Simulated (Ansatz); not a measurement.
Program: Ansatz 0.2.0.

Cl2GeH4O2Si (`O[Si](O)(Cl)[GeH2][Cl]`) at its PBE0-D4/def2-TZVP geometry, where that method's forces vanish. Total charge 0; spin multiplicity 1.

```tsv
atom	x (Å)	y (Å)	z (Å)
O1	-1.8945	0.2210	-0.1428
Si2	-0.3515	0.6939	0.0840
O3	0.0145	1.8338	-1.0117
Cl4	-0.1517	1.4117	2.0033
Ge5	1.1605	-1.1176	-0.1750
Cl6	0.1760	-2.6861	0.9674
H7	-2.2648	-0.4094	0.4794
H8	-0.5241	2.6269	-1.0604
H9	1.2942	-1.6539	-1.6073
H10	2.5414	-0.9204	0.4631
```

(1) For each bond, give half the difference of the two atoms' forces along it (eV/Å; positive pushes the atoms apart) under PBE-D4, r2SCAN-D4, B3LYP-D4, ωB97M-V in def2-TZVPP. (Estimate.)

Results:

(1) The calculation gave: 
```tsv
bond	length (Å)	PBE-D4	r2SCAN-D4	B3LYP-D4	ωB97M-V
O1–Si2	1.630	0.31	0.06	0.09	0.09
O1–H7	0.960	0.30	0.01	-0.03	-0.05
Si2–O3	1.623	0.30	0.04	0.07	0.10
Si2–Cl4	2.059	0.09	0.05	0.15	0.02
Si2–Ge5	2.374	-0.21	-0.06	-0.05	-0.13
O3–H8	0.960	0.32	0.02	-0.02	-0.06
Ge5–Cl6	2.176	0.24	0.07	0.30	0.10
Ge5–H9	1.535	0.08	-0.03	-0.05	-0.09
Ge5–H10	1.534	0.08	-0.03	-0.05	-0.08
```

B3LYP here is the variant with VWN-RPA as its local correlation; programs differ in this.
